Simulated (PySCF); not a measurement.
## `Cc1n[se]cc1S`, C4H5NSSe

Cartesian coordinates in Å; atom numbers follow the order of the lines, from 1:
```xyz
12

C    -1.6653    0.1691    0.0647
C    -0.3251   -0.4840    0.0311
N    -0.2527   -1.7833    0.0794
Se    1.4238   -2.3685    0.0300
C     1.9946   -0.6179   -0.0649
C     0.9163    0.2214   -0.0515
S     1.0958    1.9716   -0.1286
H    -1.7513    0.8222    0.9334
H    -1.8274    0.7575   -0.8387
H    -2.4295   -0.5999    0.1261
H     3.0279   -0.3326   -0.1219
H    -0.2056    2.2437   -0.0851
```

Computed with PySCF 2.14.0, GIAO KT3/pcSseg-1 magnetisability, rotational g tensor and spin-rotation constants, non-relativistic, gas phase. Geometry: GFN2-xTB.

The calculation is non-relativistic, which matters for the atoms heavier than Zn.

Q: How diamagnetic is it, and how anisotropic?

A: Isotropic -1442 × 10⁻³⁰ J/T², or -86.8 × 10⁻⁶ cm³/mol; principal values -1910, -1244, -1172 × 10⁻³⁰ J/T², anisotropy 705 × 10⁻³⁰ J/T² (root of half the summed squared differences of the principal values). The susceptibility is in cgs units.

Q: Split it along the inertial axes a, b, c into diamagnetic and paramagnetic parts about the centre of mass, with the quadrupole moment.

A: 
```tsv
axis	χ (10⁻⁶ cm³/mol)	diamagnetic (10⁻⁶ cm³/mol)	paramagnetic (10⁻⁶ cm³/mol)	summed x² of all electrons (Å²)	quadrupole Θ (D Å)
a	-74.7	-519.1	444.4	264.1	+4.81
b	-70.8	-1183.4	1112.6	107.5	+1.58
c	-115.0	-1576.9	1461.9	14.8	-6.39
```
Anisotropies 2χaa − χbb − χcc = +36.5 and 2χbb − χaa − χcc = +48.0 × 10⁻⁶ cm³/mol. Θ is traceless in Buckingham's convention.

Q: And the rotational g tensor?

A: 
| axis | rotational constant (GHz) | g | nuclear part | electronic part |
| --- | --- | --- | --- | --- |
| a | 2.9998 | -0.0464 | 0.5800 | -0.6263 |
| b | 0.9819 | -0.0161 | 0.4972 | -0.5132 |
| c | 0.7432 | +0.0049 | 0.5153 | -0.5104 |

Asymmetric top; isotopes 12C, 1H, 14N, 32S, 80Se; no vibrational averaging.
